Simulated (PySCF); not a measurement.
C3H9FSi2, SMILES [C@@H]1([C@@](C1)(F)[SiH3])[SiH3]. Coordinates come from a r2SCAN-D4/def2-SVP optimisation. The structure was generated by enumeration; whether it is a known compound was not checked.

**Question.** Give the equilibrium geometry at r2SCAN-D4/def2-SVP (PySCF confirms it by a frequency run) as bond lengths and angles. (The exact figures need the calculation; the answer reports its results.)

**Answer.** 
Atoms: F1 C2 Si3 C4 C5 Si6 H7 H8 H9 H10 H11 H12 H13 H14 H15. Bonds (Å): F1–C2 1.390, C2–Si3 1.887, C2–C4 1.496, C2–C5 1.513, Si3–H7 1.493, Si3–H8 1.491, Si3–H9 1.491, C4–C5 1.519, C4–H10 1.096, C4–H11 1.094, C5–Si6 1.875, C5–H12 1.099, Si6–H13 1.494, Si6–H14 1.494, Si6–H15 1.495. Angles (°): F1–C2–Si3 109.7, F1–C2–C4 113.8, F1–C2–C5 113.3, Si3–C2–C4 125.2, Si3–C2–C5 126.4, C4–C2–C5 60.6, C2–Si3–H7 108.9, C2–Si3–H8 109.7, C2–Si3–H9 109.0, H7–Si3–H8 109.8, H7–Si3–H9 109.8, H8–Si3–H9 109.6, C2–C4–C5 60.3, C2–C4–H10 119.0, C2–C4–H11 115.3, C5–C4–H10 118.9, C5–C4–H11 117.5, H10–C4–H11 115.0, C2–C5–C4 59.1, C2–C5–Si6 125.5, C2–C5–H12 110.4, C4–C5–Si6 123.0, C4–C5–H12 113.5, Si6–C5–H12 114.3, C5–Si6–H13 109.8, C5–Si6–H14 109.3, C5–Si6–H15 111.3, H13–Si6–H14 108.8, H13–Si6–H15 108.9, H14–Si6–H15 108.7.
